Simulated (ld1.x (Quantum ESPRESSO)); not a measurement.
Before and after: TM semilocal potential for Ti

- Element: titanium (Ti)
- Generator: ld1.x (Quantum ESPRESSO) 7.5
- Type: norm-conserving Troullier–Martins (semilocal form)
- Functional: PBEsol
- Relativity: scalar-relativistic
- Frozen core: [Ne]
- Valence charge: 12
- Reference configuration: 3s2 3p6 3d2 4s0 4p0 (charge +2)
- Partial waves: 3s (bound): rc 1.25 bohr; 3p (bound): rc 1.65 bohr; 3d (bound): rc 1.10 bohr
- Local potential: the d channel
- Core correction: none

All-electron outer shells of the reference configuration (PBEsol, scalar-relativistic, ld1.x):

```
shell  level (eV)  outermost node (bohr)  outermost maximum (bohr)
   2p     -459.77                      –                      0.22
   3s      -78.33                   0.40                      0.87
   3p      -54.64                   0.37                      0.90
   3d      -19.62                      –                      0.97
   4s      -16.65                   1.23                      2.58
   4p      -12.19                   1.35                      3.07
```

Change: wave 3s (bound): rc 1.25 bohr becomes 3s (bound): rc 1.90 bohr.

Cutoffs: the cutoffs (Ry, on a coarse ladder) from which the occupation-weighted sum of valence levels, in a spherical-Bessel basis at the reference potential, stays within 10 and 1 mRy of its value at 400 Ry; they do not see the model core or the augmentation charge, which bear on the density cutoff. Errors are all-electron minus pseudo energies relative to the spin-unpolarised reference configuration.

Question: What does the change do?

Answer: The potential gets neither clearly harder nor softer (140 Ry and 160 Ry → 140 Ry and 160 Ry); the d channel sets the loose cutoff, while the largest relative change is in s, which becomes softer; of the 7 tests that both files solve, the error grows in 7 and shrinks in 0 by more than 15 % and 0.3 meV (median size 258.2 → 1820.0 meV); neither file shows a bound ghost at the reference potential, the only one tested. More of the atom is replaced by a form fitted at one configuration, so other configurations suffer. A semilocal file is local in each channel, so a ghost entry of none says nothing of the separable form that plane-wave codes build from it.

```csv
quantity,base,changed
"cutoff, loose",140 Ry,140 Ry
"cutoff, tight",160 Ry,160 Ry
loose cutoff by channel (10 mRy a level),"s 50 Ry, p 35 Ry, d 120 Ry","s 12 Ry, p 35 Ry, d 120 Ry"
bound ghosts,none,none
"error for 3s2 3p6 3d2 4s2 4p0, meV [ΔE -20.83 eV]",+297,+2108
"error for 3s2 3p6 3d2 4s1 4p0, meV [ΔE -13.47 eV]",+200,+1400
"error for 3s2 3p6 3d1 4s0 4p0, meV [ΔE 26.90 eV]",+16,+27
"error for 3s2 3p5 3d2 4s2 4p0, meV [ΔE 24.64 eV]",+607,+3924
"error for 3s2 3p6 3d1 4s2 4p1, meV [ΔE -16.13 eV]",+504,+3137
"error for 3s2 3p6 3d2 4s1.5 4p0, meV [ΔE -17.89 eV]",+258,+1820
"error for 3s2 3p6 3d2 4s1 4p1, meV [ΔE -17.74 eV]",+176,+1172
```

Changed file: These tests converged, but a pseudo level misses the all-electron one widely, so the file describes the atom poorly there or has found another state: 3s2 3p6 3d2 4s2 4p0: 3d by 1.2 eV; 3s2 3p6 3d1 4s0 4p0: empty 4s by 3.0 eV.
